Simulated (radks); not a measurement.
Q: Coherent X-ray form factor from a spherical all-electron density. All-electron calculation, non-relativistic Kohn-Sham, SCAN, spin-unpolarised, spherical densities, point nucleus; meta-GGA in the generalised Kohn-Sham scheme. Program: a radial shooting solver on a logarithmic mesh with Libxc functionals.

| sin(theta)/lambda (1/angstrom) | f0 (electrons) |
|---|---|
| 0.05 | 18.206 |
| 0.1 | 16.733 |
| 0.15 | 15.243 |
| 0.2 | 13.729 |
| 0.25 | 12.268 |
| 0.3 | 10.974 |
| 0.4 | 9.053 |
| 0.5 | 7.874 |
| 0.6 | 7.106 |
| 0.8 | 5.940 |
| 1 | 4.837 |
| 1.25 | 3.612 |
| 1.5 | 2.706 |
| 2 | 1.739 |

The species is in the configuration that NIST lists as its ground one. Which atom or ion scatters so?

A: Neutral potassium, [Ar] 4s1. Extrapolating in s^2 from the first two rows gives f0(0) = 18.7, near the electron count 19; among species with that count, the fall with angle is slower the higher Z, and the table is that of Z = 19; from so few rows the species is fixed only to a neighbour or two.
